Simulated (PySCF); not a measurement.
# Shieldings and the share of exact exchange

Molecule: `C[Si@H](N)[SiH2]O`, CH9NOSi2.

Cartesian coordinates in Å; atom numbers follow the order of the lines, from 1:
```xyz
14

C    -1.950   -0.783   -0.155
Si   -0.557   -0.007    0.837
N    -0.475    1.706    0.560
Si    1.574   -0.662    0.116
O     2.516    0.669    0.535
H    -2.924   -0.384    0.169
H    -1.832   -0.570   -1.228
H    -1.975   -1.875   -0.011
H    -0.755   -0.419    2.274
H    -1.214    2.322    0.880
H     0.438    2.131    0.699
H     1.622   -0.896   -1.368
H     2.093   -1.919    0.753
H     3.422    0.676    0.212
```

GIAO shieldings (ppm, equivalent atoms averaged) in PySCF on the PBE0-D3(BJ)/def2-SVP geometry, basis pcSseg-1, gas phase, non-relativistic:

```csv
functional,exact exchange (%),σ(Si4),σ(Si2),σ(N3)
BLYP,0,345.0,357.7,249.0
BP86,0,352.2,367.2,252.4
PBE,0,353.2,368.4,253.2
PBE0,25,370.7,384.4,258.0
mPW1PW91,25,369.1,382.8,257.1
BHandHLYP,50,380.3,390.4,258.6
HF,100,417.7,424.5,264.9
```

Task: Fit each shielding as a line in the percentage of exact exchange.

Result: σ(Si4) = 350.8 + 0.66 x (rms 3.1 ppm); σ(Si2) = 365.5 + 0.59 x (rms 4.1 ppm); σ(N3) = 252.4 + 0.13 x (rms 1.7 ppm). The functionals also differ in their semilocal parts, which the line can't hold; Hartree–Fock has no correlation at all.

Task: What does the line predict for B3LYP (20 %), and what does the run give?

Result: σ(Si4): 364.0 predicted, 359.2 computed; σ(Si2): 377.3 predicted, 371.1 computed; σ(N3): 255.0 predicted, 253.5 computed ppm.
